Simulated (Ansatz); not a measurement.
AsP3SO2⁺, that is AsP3SOO nortricyclane with one electron fewer, relaxed as a doublet with UKS PBE0-D4/def2-SVP in Ansatz, starting from the PBE0-D4/def2-SVP geometry of the neutral singlet. Force threshold 0.02 eV/Å.

Start:

```
atom   x (Å)   y (Å)   z (Å)
 As1   0.695   1.406  -0.527
  S2   1.975  -0.250   0.321
  P3   0.413  -1.601   0.730
  P4  -1.031  -1.030  -0.922
  O5  -0.268   0.296  -1.575
  P6  -1.258  -0.133   1.172
  O7  -0.526   1.313   0.800
```

| step | energy (eV) | largest force component (eV/Å) | SCF passes |
| --- | --- | --- | --- |
| 1 | -103582.6542 | 1.952 | 22 |
| 2 | -103582.8062 | 1.084 | 27 |
| 3 | -103582.9473 | 0.506 | 24 |
| 4 | -103582.9625 | 0.246 | 24 |
| 5 | -103582.9669 | 0.151 | 25 |
| 6 | -103582.9685 | 0.060 | 24 |
| 7 | -103582.9687 | 0.045 | 19 |
| 8 | -103582.9688 | 0.003 | 18 |

Force components are those of the run's own axes.

End:

```xyz
7

As    0.6447    1.4794   -0.5636
S     1.9699   -0.3265    0.3536
P     0.5105   -1.6646    0.7682
P    -1.0623   -0.9795   -0.9182
O    -0.2612    0.2922   -1.5631
P    -1.2843   -0.1035    1.1273
O    -0.5173    1.3024    0.7958
```

By distances, no bond broke or formed. The bond that changes most is As1–S2, from 2.26 to 2.42 Å (atoms count from 1).

No frequencies were taken in this run, so the end may be a saddle point.

Hardware: 2 threads of AMD EPYC 7R13 on a shared host. Wall time 75 s.
